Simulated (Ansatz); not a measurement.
BrF3Ge (`[F][Ge]([F])([F])[Br]`) from Hartree–Fock to CCSD(T)

```xyz
5

F     0.419    1.674   -0.089
Ge    0.057    0.013   -0.041
F    -0.190   -0.495   -1.645
F     1.443   -0.788    0.533
Br   -1.728   -0.405    1.242
```

Total charge 0; spin multiplicity 1. Correlated methods include outer-core shells of Br, Ge, which these sets cover unevenly. Scalar relativity is left out up to krypton. All single points use the PBE0-D4/def2-TZVP geometry. Frozen core, restricted reference, Ansatz.

```tsv
basis	HF (Eh)	MP2 corr.	CCSD corr.	(T)	CCSD(T) total
def2-SVP	-4945.43008	?	-1.00202	-0.01991	?
def2-TZVPP	-4946.40795	?	-1.25647	-0.04025	?
def2-QZVPP	?	?	–	–	–
```

Task: Fill in the withheld values. (Best estimate.)

Result: The calculation gave: def2-SVP MP2 corr.: -1.00755; def2-SVP CCSD(T) total: -4946.45201; def2-TZVPP MP2 corr.: -1.26124; def2-TZVPP CCSD(T) total: -4947.70467; def2-QZVPP HF (Eh): -4946.51450; def2-QZVPP MP2 corr.: -1.91376.
